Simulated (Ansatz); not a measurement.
C4H12Si2, SMILES C=C(C)[SiH2][SiH2]C.

Coordinates come from a PBE0-D3(BJ)/def2-SVP optimisation. This is a generated structure with no PubChem entry under its InChIKey; it may be hypothetical. Other conformers were not sampled.

Two levels are set side by side: PBE/def2-SVPD (Ansatz, a program for electronic structure) and CAM-B3LYP/def2-SVPD (Ansatz). Energy differences of separate SCF runs at the same geometry; the states with an electron removed or added have multiplicity 2 and 2. Differences are taken from unrounded values.

```json
[
 {"quantity": "vertical ionisation energy (eV)", "CAM-B3LYP": "9.12"},
 {"quantity": "vertical singlet–triplet gap (eV)", "CAM-B3LYP": "4.13"}
]
```

Question: What does PBE give, and how far is it from CAM-B3LYP? (An estimate is asked for; the answer gives what the named calculation found.)

Answer: 
```json
[
 {"quantity": "vertical ionisation energy (eV)", "PBE": "8.69", "PBE minus CAM-B3LYP": "-0.43"},
 {"quantity": "vertical singlet–triplet gap (eV)", "PBE": "4.12", "PBE minus CAM-B3LYP": "-0.01"}
]
```
